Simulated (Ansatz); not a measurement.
Saddle point of Al2NH6O4, doublet (Al₂NH₆O₄ ([NH3][Al]1([OH])[O][Al]([OH])[OH]1) → Al₂NH₆O₄ ([NH2][Al]1([OH])[OH][Al]([OH])[OH]1); bonds formed: O2–H7; dative contacts that become bonds: Al1–N8; bonds broken: H7–N8; bonds weakened to dative contacts: Al1–O2), PBE0-D4/def2-TZVP structure:

Al1  (-0.382, 0.946, 0.239)
O2  (-0.331, -0.516, 1.282)
Al3  (-0.977, -1.687, 0.082)
O4  (0.281, -2.538, -0.739)
O5  (-1.169, -0.095, -0.997)
O6  (-0.936, 2.521, 0.498)
H7  (0.849, -0.203, 1.052)
N8  (1.490, 0.698, 0.308)
H9  (0.282, -3.492, -0.781)
H10  (-1.359, -0.007, -1.930)
H11  (-1.837, 2.769, 0.685)
H12  (1.979, 0.239, -0.449)
H13  (2.109, 1.364, 0.750)
(Å)

Energies are electronic, without zero-point energy. Barriers and step energies count from the start structure reached by relaxing down the imaginary mode; all methods use the PBE0-D4 structures, on which another method's saddle can fall below an end. Ansatz 0.2.0; basis: def2-TZVPP, with def2-QZVPP for the basis limit; cores frozen in the correlated methods; orbitals are unrestricted. B3LYP uses VWN-RPA correlation. Extrapolation: Hartree–Fock as exp(−7.88 √X), correlation as X^−2.97.

| method | barrier (eV) | step energy (eV) |
| --- | --- | --- |
| SPW92 | ? | 0.206 |
| PBE-D4 | 0.831 | 0.129 |
| BLYP-D4 | 0.909 | 0.081 |
| r2SCAN-D4 | 0.889 | 0.066 |
| B97M-V | 1.030 | 0.037 |
| PBE0-D4 | 0.907 | 0.054 |
| B3LYP-D4 | 0.959 | 0.019 |
| r2SCAN0-D4 | 0.941 | 0.015 |
| BHLYP-D4 | 1.061 | -0.053 |
| CAM-B3LYP-D4 | 0.966 | -0.001 |
| wB97X-V | 0.986 | 0.029 |
| wB97M-V | 0.992 | 0.035 |
| B2PLYP | 0.969 | 0.006 |
| PBE-QIDH | ? | 0.030 |
| RPA on PBE | 0.978 | 0.005 |
| HF | ? | -0.241 |
| MP2 | 0.961 | 0.044 |
| CCSD | 1.039 | -0.035 |
| CCSD(T) | 1.000 | 0.018 |

(1) Fill in the withheld barriers. (An estimate is asked for; the value comes from the calculation.)

No T1 diagnostic of these runs exceeds 0.014. ⟨S²⟩ of the unrestricted Hartree–Fock references: 0.75 (a pure state has 0.75).

Results:

(1) By the calculation: SPW92 0.726; PBE-QIDH 0.965; HF 1.235 eV. Each is the energy of the saddle less that of the start structure, by the same method.

For comparison, the barrier by CCSD(T) at an estimated basis limit (MP2 extrapolated from triple and quadruple zeta, plus CCSD(T) − MP2 in triple zeta) is 1.001 eV.

Labels in which every atom is bracketed show which atoms are joined, not bond orders.

For scale, one of the runs: CCSD(T)/def2-TZVPP, 323 basis functions, launched by `ansatz run in.yaml --threads 4 --pin off --events-out ev --progress --plain --max-ram 41984MiB --backend cuda --devices 0, --max-vram 37GiB`. Hardware: 4 CPU threads of an AMD EPYC 7R13 and a share of one NVIDIA H100, shared host. Wall time 21 s; peak host memory 0.87 GiB.
